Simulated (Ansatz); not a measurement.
Mulliken charges of C₂H₃F₂GaSi (`C#C[Si](F)(F)[GaH2]`) from ωB97M-V/def2-TZVPP in Ansatz (PBE0-D4/def2-TZVP geometry).

| atom | x (Å) | y (Å) | z (Å) | charge (e) |
| --- | --- | --- | --- | --- |
| C1 | 1.331 | -2.155 | -0.327 | 0.006 |
| C2 | 0.942 | -1.032 | -0.539 | -0.396 |
| Si3 | 0.221 | 0.633 | -0.673 | 0.687 |
| F4 | -0.434 | 0.764 | -2.119 | -0.290 |
| F5 | 1.418 | 1.685 | -0.644 | -0.290 |
| Ga6 | -1.381 | 1.018 | 1.098 | 0.086 |
| H7 | 1.687 | -3.146 | -0.157 | 0.235 |
| H8 | -2.886 | 0.633 | 0.889 | -0.018 |
| H9 | -0.900 | 1.600 | 2.472 | -0.018 |

**Question.** By hand: the dipole of these point charges (1 e Å = 4.8032 D).

**Answer.** Σ q r = (-0.153, -0.572, 0.547) e Å, of length 0.806 e Å = 3.87 D.

**Question.** How does the dipole of the full density compare? (An estimate is asked.)

**Answer.** Ansatz gave: (-0.095, -0.314, 0.314) e Å, 2.18 D; the point charges give 1.78 times that, at 2° from its direction.

Point charges leave out the atoms' own dipoles, such as those of lone pairs, and Mulliken's split depends on the basis, so the two needn't agree.
